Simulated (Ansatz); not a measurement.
C2H5BSn (`[BH2][SnH2][C]#C`), relaxed with RKS PBE-D4/def2-SVP in Ansatz from a rough embedded geometry. The force threshold is 0.03 eV/Å; the program also tests the step.

The species carries charge 0 and has multiplicity 1. Sn: def2 effective core potential.

Start:

```xyz
9

B    -1.291    0.275   -1.453
Sn   -0.567    0.465    0.565
C     1.293   -0.437    0.685
C     2.371   -1.058    0.827
H    -2.376    0.755   -1.796
H    -0.670   -0.275   -2.342
H    -1.689   -0.347    1.671
H    -0.432    2.114    1.008
H     3.362   -1.490    0.836
```

```tsv
step	energy (eV)	largest force (eV/Å)	largest move (Å)
1	-8652.7573	2.247	0.000
2	-8652.8786	0.345	0.166
3	-8652.9010	0.286	0.068
4	-8652.9134	0.083	0.048
5	-8652.9136	0.014	0.008
```

End:

```xyz
9

B    -1.364    0.291   -1.557
Sn   -0.578    0.442    0.550
C     1.313   -0.476    0.750
C     2.412   -1.020    0.835
H    -2.446    0.771   -1.831
H    -0.721   -0.264   -2.425
H    -1.617   -0.330    1.699
H    -0.379    2.084    1.061
H     3.380   -1.498    0.917
```

Hardware: 2 threads of an Arm Neoverse V2 on a shared host. Wall time 7 s, peak host memory 0.13 GiB.
